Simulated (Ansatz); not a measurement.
CH3BFNO can be A, `FC1NBO1`, or B, `OC1(F)BN1`.

Computed with Ansatz on PBE0-D4/def2-TZVP structures; ΔE is electronic, products minus reactants. CCSD(T)/CBS adds triple-zeta CCSD(T) − MP2 to the extrapolated MP2 energy (def2 sets, frozen cores). Functionals use def2-TZVPP. B3LYP here is the variant with VWN-RPA as its local correlation; programs differ in this. Each species was taken in one conformer, which may not be the lowest.

(1) Which is lower in electronic energy at CCSD(T)/CBS, and by how much? (Best estimate.)

(2) Give E(B) − E(A) in kJ/mol with r2SCAN-D4, ωB97M-V, B3LYP, B2PLYP, PBE0-D4, CCSD(T)/def2-TZVPP, MP2/def2-TZVPP. (An estimate is asked.)

(3) Does the order hold for the free energy at 298.15 K (harmonic terms from PBE0-D4)? (An estimate is asked.)

Largest T1 diagnostic: 0.014.

## Answers

(1) The calculation gave: A, by 195.7 kJ/mol.

(2) Computed: r2SCAN-D4 189.8, ωB97M-V 190.8, B3LYP 187.6, B2PLYP 194.1, PBE0-D4 188.5, CCSD(T)/def2-TZVPP 199.2, MP2/def2-TZVPP 199.9. None reverses the order clearly.

(3) The calculation gave: Yes: G(B) − G(A) = +187.2 kJ/mol, for one conformer each.

Leaving LDA and LC-ωPBE aside and taking each functional with its dispersion term where it has one, the values, not all of them listed here, spread over 19.1 kJ/mol, from PBE-D4 to PBE-QIDH. From BLYP to BHLYP (50 % exact exchange), in def2-TZVPP and without D4, E(B) − E(A) moves by +18.7 kJ/mol.
